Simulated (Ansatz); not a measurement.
Species: sum formula H$_{2}$SiO$_{3}$Cl, net charge -1, singlet state. It need not be the lowest isomer of its formula. Whether it binds its extra electron was not tested at this geometry. 
Structure (B3LYP-D3(BJ)/def2-TZVP (Ansatz, a program for electronic structure) minimum search):
```xyz
7

Si    -0.1540     0.0059    -0.4333
Cl     0.4579     0.4211     1.6124
O     -0.7271     1.2541    -1.1392
O      1.2211    -0.7035    -1.0711
O     -1.1517    -1.3230    -0.2336
H      1.6971    -0.0404    -1.5781
H     -2.0638    -1.0212    -0.2162
```
Charge -1, spin multiplicity 1.

Total electronic energies in hartree. Correlated levels leave the core frozen unless marked. Spin-orbit coupling is left out. Non-relativistic. CBS(X,Y): correlation extrapolated as X^-3; Hartree-Fock from the larger set. [CCSD(T)-MP2]/basis is that difference in the basis named.

```csv
level,program,energy (Eh)
HF/cc-pwCVTZ,Ansatz,-974.56121
PBE-D4/def2-TZVPD,Ansatz + dftd4,-976.40264
BLYP/def2-TZVPD,Ansatz,-976.93128
LC-wPBE-D3(BJ)/def2-TZVPD,Ansatz + dftd3,-976.62384
B2GP-PLYP-D4/def2-TZVPD,Ansatz + dftd4,-976.45915
B2PLYP-D3(BJ)/def2-TZVPD,Ansatz + dftd3,-976.58687
B2PLYP-D4/def2-TZVPD,Ansatz + dftd4,-976.58695
SCS-MP2/cc-pV(Q+d)Z,Ansatz,-975.69760
"RI-MP2/CBS(aug-cc-pV(T+d)Z,aug-cc-pV(Q+d)Z)+[CCSD(T)-MP2]/aug-cc-pV(T+d)Z",Ansatz,-975.8474
```

Totals of different functionals don't rank their quality; only differences between species are comparable.
